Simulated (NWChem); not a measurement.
# BiBr2Cl; SMILES [Cl][Bi]([Br])[Br]

Program: NWChem. The geometry was optimised at PBE0/def2-SVP. def2 effective core potentials on Bi; no spin-orbit coupling. Total energies compare along this basis series because the functional is fixed.

```json
[
 {"level": "PBE/def2-SVP", "basis functions": "108", "energy (Ha)": "-5821.5788", "highest occupied level (eV)": "(withheld)", "orbital gap (eV)": "(withheld)", "dipole (D)": "3.43"},
 {"level": "PBE/def2-SVPD", "basis functions": "141", "energy (Ha)": "-5821.5987", "highest occupied level (eV)": "-7.29", "orbital gap (eV)": "3.71", "dipole (D)": "3.34"},
 {"level": "PBE/def2-TZVP", "basis functions": "183", "energy (Ha)": "-5822.3817", "highest occupied level (eV)": "-7.22", "orbital gap (eV)": "3.85", "dipole (D)": "3.39"},
 {"level": "PBE/def2-TZVPP", "basis functions": "188", "energy (Ha)": "-5822.3817", "highest occupied level (eV)": "-7.22", "orbital gap (eV)": "3.85", "dipole (D)": "3.39"}
]
```

### Question
What belongs in the gaps?

### Answer

- PBE/def2-SVP, highest occupied level (eV): -7.02
- PBE/def2-SVP, orbital gap (eV): 3.80
